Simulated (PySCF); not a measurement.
Vertical excitations of a molecule C₃H₉In from TDA-ωB97X/def2-SVPD (PySCF), as energy in eV (oscillator strength): 5.10 (0.000), 5.10 (0.000), 6.62 (0.208), 6.63 (0.221), 7.90 (0.000), 7.98 (0.000), 8.05 (0.006), 8.10 (0.003), 8.57 (0.215), 8.59 (0.198). Lowest triplet (TDA): 4.88 eV. Coordinates come from a ωB97X-D3(BJ)/def2-SVP optimisation. The def2 effective core potentials stand for the cores of In; spin–orbit coupling is left out. Other conformers were not sampled.

Problem. Which structure fits?
(A) C[CH2][InH][CH3]
(B) C[CH](C)[InH2]
(C) [CH3][In]([CH3])[CH3]
(D) CC[CH2][InH2]

Solution. C, [CH3][In]([CH3])[CH3]
